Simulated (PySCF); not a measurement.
Compound: C5H4F4O.
SMILES with atom numbers: `[F:1][C@@H:2]1[CH2:3][C@:4]2([F:5])[O:6][C@:7]2([F:8])[C@@H:9]1[F:10]` (hydrogens: H11 on C2; H12, H13 on C3; H14 on C9)

The closed-shell SCF was solved with PySCF and density fitting under several settings on one GFN2-xTB geometry (grid level 2 and gas phase unless stated).

| settings | basis functions | SCF cycles | E (Eh) | HOMO (eV) | LUMO (eV) | dipole (D) |
| --- | --- | --- | --- | --- | --- | --- |
| PBE0/pcSseg-1 | 190 | 14 | -666.7430 | -8.48 | 0.76 | 4.05 |
| PBE0/def2-SVPD | 247 | 14 | -666.3490 | -8.65 | 0.18 | 4.08 |
| PBE0/MINI, IEF-PCM methanol | 54 | 12 | -662.1035 | -9.01 | 0.83 | 3.95 |
| PBE0/STO-3G | 54 | 13 | -657.7138 | -4.39 | 6.05 | 2.41 |

Question: Estimate the row for these settings: LDA/cc-pVDZ, fitting basis def2-universal-jkfit.

Answer: 
| settings | basis functions | SCF cycles | E (Eh) | HOMO (eV) | LUMO (eV) | dipole (D) |
| --- | --- | --- | --- | --- | --- | --- |
| LDA/cc-pVDZ, fitting basis def2-universal-jkfit | 160 | 11 | -662.7096 | -6.65 | -0.09 | 3.39 |

Question: Over all rows, what range does the HOMO–LUMO gap span?

Answer: From 6.56 eV (LDA/cc-pVDZ, fitting basis def2-universal-jkfit) to 10.44 eV (PBE0/STO-3G). The functional of the narrowest has no exact exchange, that of the widest 25 % exact exchange.

Question: Compare two rows with the functional PBE0: PBE0/STO-3G and PBE0/def2-SVPD. Which energy is lower, and by how much?

Answer: PBE0/def2-SVPD (247 functions) lies 8.6352 Eh or 5419 kcal/mol below PBE0/STO-3G (54 functions).

Cycle counts include a coarse-grid stage where the run had one. The structure is a single GFN2-xTB conformer; no vibrational corrections.
